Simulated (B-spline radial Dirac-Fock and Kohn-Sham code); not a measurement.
Form factor and incoherent scattering function of Ni²⁺

System: Ni²⁺, configuration [Ar] 3d6 4s2 (not the ground configuration).

Input of the calculation (task.json; shells as n, l, electrons):

```json
{"items": [{
  "Z": 28,
  "q": 2,
  "cfg": [[1, 0, 2], [2, 0, 2], [2, 1, 6], [3, 0, 2], [3, 1, 6], [3, 2, 6], [4, 0, 2]],
  "A": 58,
  "rrms": 3.7757,
  "do": ["scatter"],
  "s": [0.0, 0.06, 0.07, 0.09, 0.11, 0.14, 0.17, 0.21, 0.26, 0.33, 0.41, 0.52, 0.65, 0.81, 1.01, 1.26, 1.58, 1.97, 2.47, 3.09, 3.86, 4.83, 6.03],
  "pz": [0, 0.1, 0.2, 0.3, 0.4, 0.5, 0.6, 0.8, 1.0, 1.2, 1.4, 1.6, 1.8, 2.0, 2.5, 3.0, 4.0, 5.0, 7.0, 10.0, 15.0, 20.0, 30.0, 40.0, 60.0, 100.0],
  "hv_scatter": [1000, 2000, 8047.8, 10000, 20000, 50000, 200000, 1000000]
}]}
```

Launch: `python xray_run.py task.json out`

Calculated with a B-spline atomic structure program, using Dirac-Fock densities. f₀ is the Fourier transform of the spherical electron density, S the Waller-Hartree incoherent function, and s = sin θ/λ. The electron scattering factor follows from the Mott-Bethe formula f_e = 0.023934 Å⁻¹·(Z − f₀)/s².

```
s (Å⁻¹)      f₀       S  f_e (Å)
      0  26.000   0.000        –
   0.06  25.429   0.807   17.090
   0.07  25.234   1.063   13.511
   0.09  24.775   1.623    9.530
   0.11  24.241   2.213    7.436
   0.14  23.341   3.084    5.689
   0.17  22.375   3.899    4.658
   0.21  21.059   4.905    3.767
   0.26  19.451   6.113    3.027
   0.33  17.338   7.784    2.343
   0.41  15.139   9.579    1.831
   0.52  12.534  11.715    1.369
   0.65  10.170  13.803    1.010
   0.81   8.257  15.835    0.720
   1.01   6.903  17.674    0.495
   1.26   5.913  19.267    0.333
   1.58   4.896  20.747    0.222
   1.97   3.745  22.076    0.150
   2.47   2.607  23.207    0.100
   3.09   1.798  24.022    0.066
   3.86   1.354  24.605    0.043
   4.83   1.102  25.076    0.028
   6.03   0.888  25.460    0.018
```

f₀ starts at the number of electrons, 26, and has fallen to half at s ≈ 0.50 Å⁻¹. The sum of ⟨r²⟩ over the electrons is 22.36 bohr². For an ion f_e diverges as s goes to zero, because of the net charge.
